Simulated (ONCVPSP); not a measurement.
# What one change does to a pseudopotential (Sc, ONCV)

* Element: scandium
* Generator: ONCVPSP 4.0.1
* Type: optimised norm-conserving Vanderbilt (ONCV)
* Functional: LDA (Perdew-Wang 92)
* Relativity: scalar-relativistic
* Frozen core: [Ar]
* Valence charge: 3
* Reference configuration: 3d1 4s2
* Partial waves: 4s: rc 3.25 bohr, ncon 5, nbas 8, qcut 2.4 1/bohr, 2 projectors, debl 3.9 Ha; p scattering state at 0.31 Ha: rc 2.50 bohr, ncon 4, nbas 8, qcut 3.6 1/bohr, 2 projectors, debl 3.4 Ha; 3d: rc 2.40 bohr, ncon 5, nbas 10, qcut 7.1 1/bohr, 2 projectors, debl 0.6 Ha
* Local potential: polynomial inside 2.05 bohr (lpopt 5, dvloc0 0 Ha)
* Core correction: Teter function, fcfact 4, rcfact 1.6

All-electron outer shells of the reference configuration (LDA (PZ), scalar-relativistic, ld1.x):

```tsv
shell	level (eV)	outermost node (bohr)	outermost maximum (bohr)
3p	-33.56	0.39	0.97
4s	-4.30	1.33	3.06
3d	-3.42	–	1.10
```

Change: s: qcut 1.9; p: qcut 2.9; d: qcut 5.7.

Cutoffs: the cutoffs (Ha) at which the residual kinetic energy of the hardest occupied pseudo-wave falls to 1 and 0.1 mHa per electron; they do not see the model core or the augmentation charge, which bear on the density cutoff. Errors are all-electron minus pseudo energies relative to the spin-unpolarised reference configuration.

Problem. Predict the effect on cutoff, ghosts and configuration errors.

Solution. The potential gets neither clearly harder nor softer (18 Ha and 21 Ha → 15 Ha and 25 Ha); the d channel sets the loose cutoff, while the largest relative change is in s, which becomes harder; of the 4 tests that both files solve, the error grows in 1 and shrinks in 0 by more than 15 % and 0.3 meV (median size 75.6 → 120.7 meV); neither file shows a bound ghost.

| quantity | base | changed |
| --- | --- | --- |
| cutoff, loose | 18 Ha | 15 Ha |
| cutoff, tight | 21 Ha | 25 Ha |
| loose cutoff by channel | s 2.4 Ha, d 18 Ha | s 3.4 Ha, d 15 Ha |
| bound ghosts | none | none |
| GHOST(+) flags under 300 eV | s at 85.8 eV, p at 121.2 eV | s at 84.6 eV, p at 119.9 eV |
| error for 3d1 4s1, meV [ΔE 7.06 eV] | -35 | -35 |
| error for 3d1 4s0, meV [ΔE 20.02 eV] | -299 | -302 |
| error for 3d1 4s1.5, meV [ΔE 2.82 eV] | -6.3 | -6.3 |
| error for 3d0 4s2, meV [ΔE 8.61 eV] | +116 | +206 |
| s: phases at 3.30 bohr within 0.05 rad from the reference energy up to (Ha; the scan ends near 5) | 0.8 | 0.8 |
| p: phases at 2.53 bohr within 0.05 rad from the reference energy up to (Ha; the scan ends near 5) | 3.8 | 3.8 |
| d: phases at 2.43 bohr within 0.05 rad from the reference energy up to (Ha; the scan ends near 5) | 3.9 | 3.7 |
| rms error of d²Exc/dni dnj with the model core, mHa | 17.80 | 17.54 |

Changed file: The cutoffs count occupied waves only; projector 2 of the p channel, the hardest unoccupied one, needs 38 Ha at the loose tolerance.
